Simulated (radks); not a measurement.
The numbers below are computed, except where a source is named.
Coulomb parameter of the 3d shell of the iron ion Fe2+ in the model configuration [Ar] 3d5 4s1, as a second difference U = [E(n + 0.5) + E(n - 0.5) - 2 E(n)] / (0.5)^2 with all orbitals relaxed. "Bare": the charge of the atom changes with n. "Screened": the 4s shell takes up the change at fixed total charge, which measures U(3d,3d) + U(4s,4s) - 2 U(3d,4s). Level of theory: Dirac Kohn-Sham, PBE, spin-unpolarised, spherical densities, point nucleus; open shells are shared between the two j in proportion to 2j + 1 (a radial shooting solver on a logarithmic mesh with Libxc functionals).

\begin{tabular}{lrr}
case & configuration & E - E(n) (eV) \\ \hline
start & [Ar] 3d5 4s1 & 0.000 \\
bare +0.5 & [Ar] 3d5.5 4s1 & -13.804 \\
bare -0.5 & [Ar] 3d4.5 4s1 & 18.161 \\
screened +0.5 & [Ar] 3d5.5 4s0.5 & -4.211 \\
screened -0.5 & [Ar] 3d4.5 4s1.5 & 5.300 \\
\end{tabular}

U(bare) = 17.430 eV, U(screened by 4s) = 4.356 eV.
